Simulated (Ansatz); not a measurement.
The first iterations of a band of CH5ClSn (8 atoms, charge 0, multiplicity 1).

These are results of Ansatz 0.2.0, RKS B3LYP/def2-SVP, not measurements.

```yaml
movable_images: 7
climbing_image: yes
spring: 5.0 eV/Å²
optimiser: quadratic models (default)
start_path: straight line
force_threshold: 0.03 eV/Å
iteration_limit: 60
end_points: relaxed
```

Initial state:

```xyz
8
Properties=species:S:1:pos:R:3
Sn 0.077 -0.008 0.264
H -0.040 0.026 1.979
Cl 2.407 -0.198 -0.220
H -0.421 1.483 -0.432
C -0.880 -1.733 -0.630
H -1.406 -2.311 0.143
H -1.594 -1.405 -1.398
H -0.105 -2.359 -1.093
```

Final state:

```xyz
8
Properties=species:S:1:pos:R:3
Sn -1.092 0.228 0.271
H 1.353 -0.384 2.631
Cl 1.730 -0.302 1.396
H -0.235 1.245 -0.935
C -0.938 -1.597 -1.009
H -1.259 -2.502 -0.470
H -1.605 -1.452 -1.878
H 0.083 -1.742 -1.393
```

| iteration | highest image above the first end (eV) | largest band force component (eV/Å) |
| --- | --- | --- |
| 1 | 3.288 | 3.795 |
| 2 | 2.318 | 2.492 |
| 3 | 1.943 | 2.829 |

Task: Does the band converge within its limit, and where does its top end?

Result: The forces met the threshold. It ended after 11 iterations with the highest image 1.922 eV above the first end. The order of the stationary point at the top wasn't checked. The orbitals stay closed-shell, which can raise the energy where a bond breaks towards radicals; this wasn't checked here.

Run time: 4.6 min on 2 threads of Arm Neoverse N1 (shared host), peak memory 0.18 GiB.
